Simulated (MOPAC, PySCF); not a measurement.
C5H6, SMILES `C/C=C/C#C`, neutral singlet in the gas phase. 

Cartesian coordinates (Å):
SMILES: C(=C\C#C)/C
```xyz
11

C      3.0140    -0.3144     0.4368
C      1.8151    -0.4074     0.3835
C      0.4074    -0.5545     0.3268
C     -0.4419     0.4540     0.1175
C     -1.9185     0.3084     0.0564
H      4.0731    -0.2241     0.4825
H      0.0205    -1.5619     0.4656
H     -0.0343     1.4526    -0.0187
H     -2.2275    -0.7277     0.2044
H     -2.3046     0.6493    -0.9096
H     -2.4033     0.9257     0.8196
```
Charge 0, spin multiplicity 1.

All levels are single points at this geometry (PBE0-D3(BJ)/def2-TZVP); Pople sets use spherical d functions. Orbital energies aren't observables, and empty levels follow the basis.

| level | HOMO (eV) | LUMO (eV) | gap (eV) | dipole (D) | vertical IE, Delta-SCF (eV) |
|---|---|---|---|---|---|
| B3LYP-D3(BJ)/def2-TZVP in PySCF | -6.60 | -0.88 | 5.72 | 1.13 | 8.83 |
| M06-2X/def2-TZVP in PySCF | -7.95 | 0.20 | 8.15 | 1.11 | 9.05 |
| B3LYP/3-21G in PySCF | -6.36 | -0.36 | 5.99 | 0.99 | – |
| BP86/6-31G* in PySCF | -5.50 | -1.26 | 4.24 | 0.98 | – |
| M06-2X/6-31G* in PySCF | -7.67 | 0.64 | 8.31 | 0.94 | – |
| PBE/6-31G* in PySCF | -5.41 | -1.17 | 4.24 | 0.98 | 8.53 |
| SVWN5/6-31G* in PySCF | -5.54 | -1.34 | 4.20 | 1.02 | 8.72 |
| HF/3-21G in PySCF | -8.92 | 3.61 | 12.53 | 1.04 | – |
| HF/6-31G* in PySCF | -8.81 | 3.65 | 12.46 | 1.00 | – |
| HF/STO-3G in PySCF | -7.29 | 7.00 | 14.29 | 0.74 | – |
| AM1 in MOPAC | -9.48 | 0.51 | 9.99 | 0.57 | – |
| PM6 in MOPAC | -9.59 | 0.44 | 10.03 | 1.39 | – |
| PM7 in MOPAC | -9.64 | 0.29 | 9.93 | 1.25 | – |
